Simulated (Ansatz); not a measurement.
Basis sets compared for the cluster FeGe10. Charge 0, multiplicity 1. Geometry PBE-D4/def2-SVP. Ansatz on 2 threads of AMD EPYC 7R13 on a shared host and a share (18 GiB) of an NVIDIA H100 80GB HBM3; times are rough, and most runs start from earlier orbitals.

```xyz
11

Fe    0.3892    0.1173    0.2671
Ge    2.7457    0.4863   -0.1161
Ge   -0.7018   -2.1902    1.5689
Ge    1.7345   -1.6944    0.9956
Ge   -0.8067    0.1852    2.4014
Ge    1.0656    2.2698    0.9264
Ge   -1.4961   -0.6500   -3.0717
Ge   -1.5127    2.1536    1.0190
Ge   -1.0194   -1.6014   -0.7866
Ge    0.9816   -0.0589   -2.0706
Ge   -1.3799    0.9829   -1.1332
```

Single mean-field runs in def2-TZVP are fitted with def2-universal-jkfit. Another isomer (singlet) lies 0.62 eV lower at PBE0-D4/def2-TZVP; other spin states weren't run for this one.

Binding counts from free atoms (Fe quintet, Ge triplet) in the same basis, without a counterpoise term.

```
           level  functions  energy (Eh)  HOMO (eV)  LUMO (eV)  binding per atom (eV)  wall time
 PBE-D4/def2-SVP        351  -22028.0423      -4.96      -4.43                   3.48      7.5 s
PBE0-D4/def2-SVP        351  -22028.4450      -5.98      -3.46                   3.06        7 s
```

Estimate the rows for PBE-D4/def2-TZVP (with forces), PBE0-D4/def2-TZVP.


```
                         level  functions  energy (Eh)  HOMO (eV)  LUMO (eV)  binding per atom (eV)  wall time
PBE-D4/def2-TZVP (with forces)        525  -22030.8325      -4.91      -4.38                   3.45        8 s
             PBE0-D4/def2-TZVP        525  -22031.2291      -5.88      -3.41                   3.07      6.5 s
```
